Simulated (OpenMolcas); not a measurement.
## Rh3+: effect of the basis set

| Property | Result |
| --- | --- |
| Program | OpenMolcas |
| Method | MS-CASPT2, IPEA 0.25 Eh, imaginary shift 0.1 Eh (closed shells correlated: 4s 4p) |
| Active space | 6 electrons in 10 orbitals (4d 5d) |
| State averaging | 2S+1 = 5 even, 5 roots; 2S+1 = 3 even, 45 roots; 2S+1 = 1 even, 49 roots |
| Spin-orbit coupling | RASSI with atomic mean-field integrals over the reference wave functions, term energies averaged over their components |

A. ANO-R2 [7s5p4d2f1g], X2C, finite nucleus; CASPT2 step about 40 core-minutes
B. ANO-RCC-VTZP [7s6p4d2f1g], DKH2, point nucleus; CASPT2 step of the order of 40 core-minutes
C. ANO-RCC-VQZP [8s7p5d3f2g1h], DKH2, point nucleus; CASPT2 step of the order of 70 core-minutes

Energies in cm-1 above 4d6 5D4.

| Level | A | B | C |
| --- | --- | --- | --- |
| 4d6 5D4 | 0.0 | 0.0 | 0.0 |
| 4d6 5D3 | 1503 | 1507 | 1520 |
| 4d6 5D2 | 2350 | 2350 | 2370 |
| 4d6 5D1 | 2910 | 2920 | 2930 |
| 4d6 5D0 | 3180 | 3190 | 3200 |
| 4d6 3P2(1) | 18080 | 18050 | 17680 |
| 4d6 3H6 | 18460 | 18450 | 17950 |
| 4d6 3H5 | 18710 | 18700 | 18210 |
| 4d6 3F3(1) | 20560 | 20510 | 20120 |
| 4d6 3F4(1) [51 %] | 20620 | 20600 | 20180 |
| 4d6 3F2(1) | 21210 | 21140 | 20770 |
| 4d6 3P1(1) | 22420 | 22400 | 22070 |
| 4d6 3G5 | 22850 | 22840 | 22390 |
| 4d6 3P0(1) | 23260 | 23240 | 22870 |
| 4d6 3G4 | 24090 | 24070 | 23630 |
| 4d6 3G3 | 24410 | 24390 | 23970 |
| 4d6 3D2 | 27190 | 27170 | 26730 |
| 4d6 3D1 | 27460 | 27440 | 27020 |
| 4d6 3D3 | 27670 | 27650 | 27220 |
| 4d6 1I6 | 28570 | 28610 | 27850 |
| 4d6 1G4(1) | 30500 | 30580 | 29880 |
| 4d6 1S0 | 33800 | 33780 | 33260 |
| 4d6 1D2(1) | 34720 | 34690 | 34160 |
| 4d6 1F3 | 37920 | 37900 | 37280 |

Among A to C the level of the table that moves most is 4d6 1I6, by 760 cm-1 (lowest in C, highest in B). Moves below CASPT2's spread within the term are not significant.

CASPT2 breaks the degeneracy within a term, and the mean is taken; among the terms shown or strongly mixed into the levels shown the widest spread is 1600 cm-1 (4d6 1I, C). Active for correlation alone: 5d; no level in the range computed is led by a configuration that fills it, so any true level of that kind is missing. The CASPT2 spread within a term exceeds the gap to the next term for 4d6 3D and 4d6 1I, so the order of their levels is uncertain (figures for A; the like holds for B, C). Only configurations of the active space appear. The table leaves out levels that lie high or whose names do not pair safely across all columns.

A share in square brackets marks a mixed level and gives the weight of the term that names it, the lowest over the columns. A number in round brackets counts repeated terms of one configuration in the order of the reference energies.
